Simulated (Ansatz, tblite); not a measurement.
Removing and adding an electron: InMe2(acnac) (C7H14InNO). Total charge 0; singlet. Geometry: PBE-D4/def2-SVP. Ansatz, gas phase; energy differences of separate SCF runs; the oxidised species was run as a doublet alone; the reduced species was run as a doublet alone.

| atom | x (Å) | y (Å) | z (Å) |
| --- | --- | --- | --- |
| In1 | 1.535 | 0.899 | -0.285 |
| C2 | 2.292 | 0.647 | -2.309 |
| H3 | 1.726 | -0.169 | -2.800 |
| H4 | 3.368 | 0.387 | -2.301 |
| H5 | 2.158 | 1.579 | -2.893 |
| C6 | 2.216 | 1.891 | 1.527 |
| H7 | 1.495 | 1.681 | 2.341 |
| H8 | 2.284 | 2.987 | 1.378 |
| H9 | 3.215 | 1.514 | 1.824 |
| O10 | 0.999 | -1.136 | 0.370 |
| C11 | -0.174 | -1.632 | 0.537 |
| C12 | -0.188 | -3.068 | 1.019 |
| C13 | -1.406 | -0.978 | 0.321 |
| C14 | -1.628 | 0.349 | -0.135 |
| C15 | -3.067 | 0.798 | -0.304 |
| N16 | -0.671 | 1.223 | -0.432 |
| H17 | -1.207 | -3.481 | 1.136 |
| H18 | 0.383 | -3.698 | 0.306 |
| H19 | 0.345 | -3.134 | 1.990 |
| H20 | -2.308 | -1.571 | 0.522 |
| H21 | -3.789 | 0.029 | 0.025 |
| H22 | -3.274 | 1.033 | -1.370 |
| H23 | -3.255 | 1.725 | 0.278 |
| H24 | -1.048 | 2.125 | -0.746 |

In the def2 sets In takes a core potential; there is no spin–orbit coupling. The xTB rows come from tblite. HOMO above LUMO, or a gap near zero within one spin, warns that the state may not be the lowest or that an electron is smeared out.

| level | −HOMO (eV) | vertical IE (eV) | −LUMO (eV) | vertical EA (eV) | HOMO–LUMO gap (eV) | IE − EA (eV) | remarks |
| --- | --- | --- | --- | --- | --- | --- | --- |
| GFN1-xTB | 10.19 | 12.52 | 7.27 | 4.51 | 2.91 | 8.02 | – |
| BLYP-D4/def2-TZVP | 4.92 | 7.32 | 1.83 | -0.47 | 3.09 | 7.79 | HOMO above zero (-1 doublet), gap within one spin near zero (-1 doublet) |
| PBE0-D4/def2-TZVP | 6.07 | 7.63 | 1.09 | -0.40 | 4.98 | 8.03 | HOMO above zero (-1 doublet) |

Estimate the rows for GFN2-xTB, PBE-D4/def2-TZVP.


```json
{"level": "GFN2-xTB", "−HOMO (eV)": "9.71", "vertical IE (eV)": "12.12", "−LUMO (eV)": "6.93", "vertical EA (eV)": "4.12", "HOMO–LUMO gap (eV)": "2.77", "IE − EA (eV)": "8.01", "remarks": "–"}
{"level": "PBE-D4/def2-TZVP", "−HOMO (eV)": "5.06", "vertical IE (eV)": "7.42", "−LUMO (eV)": "1.96", "vertical EA (eV)": "-0.41", "HOMO–LUMO gap (eV)": "3.10", "IE − EA (eV)": "7.82", "remarks": "HOMO above zero (-1 doublet), gap within one spin near zero (-1 doublet)"}
```

   A HOMO above zero means that the electron is unbound at that level or that self-interaction error raises the level; the energy of removing that electron tells which. Raw xTB energy differences between charge states are shifted by several eV; the methods need an empirical correction for them. Sets without diffuse functions give affinities that are too small. A negative affinity means that the extra electron isn't bound; its size then hangs on the basis.
